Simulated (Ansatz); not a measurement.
Relaxation of NaAu₄⁻ with RKS PBE-D4/def2-SVPD.

```sh
$ ansatz run in.yaml --threads 4 --pin off --events-out ev --progress --plain --max-ram 8704MiB
```

```yaml
crystal:
  periodic: [false, false, false]
  atoms:
    - {symbol: Na, position_ang: [-0.391280, 0.987100, 0.075730]}
    - {symbol: Au, position_ang: [0.398460, -1.806370, -0.083190]}
    - {symbol: Au, position_ang: [2.523710, -0.269210, -0.158060]}
    - {symbol: Au, position_ang: [-0.433200, 3.569620, 0.138490]}
    - {symbol: Au, position_ang: [-2.097700, -2.481150, 0.027020]}
basis:
  gaussian: {orbitals: def2-SVPD}
total_charge: -1
hamiltonian: {xc: pbe, dispersion: d4}
scf: {lower_state_search: "off"}
output: {orbitals: {seedname: orbitals}}
relax: {f_tol: 0.02, max_steps: 100}
```

Hardware: 4 threads of Intel Xeon Platinum 8488C on a shared host. Wall time 15 s.

Positions (Å) and forces (eV/Å) at steps 1, 2, 3, 4, 5, 7, 8 of 8:

```xyz
5
step=1 energy=-19196.6833 eV
Na   -0.391    0.987    0.076    0.131   -0.567   -0.029
Au    0.398   -1.806   -0.083    0.150    0.222   -0.005
Au    2.524   -0.269   -0.158   -0.140   -0.142    0.008
Au   -0.433    3.570    0.138   -0.073    0.523    0.020
Au   -2.098   -2.481    0.027   -0.068   -0.037    0.006
5
step=2 energy=-19196.7265 eV
Na   -0.335    0.982    0.067    0.102   -0.188   -0.016
Au    0.393   -1.791   -0.084   -0.108    0.005    0.005
Au    2.534   -0.325   -0.158    0.043   -0.009    0.000
Au   -0.487    3.638    0.146   -0.068    0.198    0.012
Au   -2.104   -2.503    0.029    0.030   -0.005    0.000
5
step=3 energy=-19196.7589 eV
Na   -0.148    1.036    0.045    0.042    0.101    0.001
Au    0.352   -1.790   -0.082   -0.092   -0.018    0.005
Au    2.577   -0.442   -0.160    0.014   -0.008   -0.001
Au   -0.650    3.735    0.165   -0.017   -0.075   -0.002
Au   -2.130   -2.539    0.033    0.053    0.000   -0.003
5
step=4 energy=-19196.7698 eV
Na    0.039    1.105    0.036   -0.050    0.124    0.007
Au    0.293   -1.764   -0.077   -0.063   -0.053    0.002
Au    2.551   -0.466   -0.160    0.086   -0.032   -0.006
Au   -0.730    3.725    0.170    0.001   -0.028   -0.001
Au   -2.154   -2.601    0.032    0.027   -0.011   -0.002
5
step=5 energy=-19196.7708 eV
Na    0.110    1.165    0.035    0.001    0.059    0.002
Au    0.268   -1.713   -0.074    0.037   -0.071   -0.004
Au    2.622   -0.583   -0.168   -0.058    0.027    0.004
Au   -0.839    3.724    0.175    0.023   -0.025   -0.002
Au   -2.160   -2.592    0.033   -0.002    0.009    0.000
5
step=7 energy=-19196.7750 eV
Na    0.091    1.174    0.035   -0.007    0.012    0.001
Au    0.264   -1.751   -0.075   -0.006    0.001    0.000
Au    2.565   -0.520   -0.163    0.005   -0.003    0.000
Au   -0.766    3.756    0.173    0.005   -0.006   -0.001
Au   -2.154   -2.659    0.030    0.003   -0.004    0.000
5
step=8 energy=-19196.7752 eV
Na    0.088    1.183    0.036    0.000   -0.002    0.000
Au    0.255   -1.747   -0.075   -0.004   -0.002    0.000
Au    2.555   -0.515   -0.162    0.002    0.000    0.000
Au   -0.749    3.768    0.172   -0.001    0.004    0.000
Au   -2.150   -2.689    0.028    0.003    0.000    0.000
```

In the def2 sets Au takes a core potential; there is no spin–orbit coupling. The structure comes from a short search, and lower isomers may exist.
